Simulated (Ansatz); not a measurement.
Stepwise reaction of `O[SiH2]O` with ammonia, as a gas-phase model of exchange steps in deposition or etching. ΔE in kJ/mol; ΔG adds harmonic PBE0-D4 terms to CCSD(T)/CBS, at 1 bar.

Calculated with Ansatz (gas phase, PBE0-D4/def2-TZVP geometries, no zero-point term in ΔE). CBS: MP2 limit from def2 TZ/QZ plus the TZ coupled-cluster correction, frozen cores. This one scheme is used for every species. Functionals use def2-TZVPP. B3LYP here is the variant with VWN-RPA as its local correlation; programs differ in this. Each species was taken in one conformer, which may not be the lowest.

| step | reaction | PBE-D4 | B3LYP-D4 | ωB97M-V | CCSD(T)/CBS | ΔG(400 K) |
| --- | --- | --- | --- | --- | --- | --- |
| 1 | `O[SiH2]O` + NH₃ → `N[SiH](O)O` + H₂ | -48.8 | -51.2 | -52.9 | -52.3 | -55.7 |
| 2 | `N[SiH](O)O` + NH₃ → `N[Si](N)(O)O` + H₂ | -48.2 | -53.1 | -54.4 | -52.3 | -59.4 |

Problem. By hand: ΔE of the 2 steps together at CCSD(T)/CBS.

Solution. (-52.3) + (-52.3) = -104.6 kJ/mol, or -52.3 kJ/mol a step.

In ΔE the steps differ by no more than 0.0 kJ/mol. All are downhill at CCSD(T)/CBS. ΔG lies between -59.4 and -55.7 kJ/mol a step. PBE-D4 differs from CCSD(T)/CBS by 3.5 to 4.1 kJ/mol a step. Isolated molecules leave out the surface, adducts and barriers. Largest T1 diagnostic: 0.011.
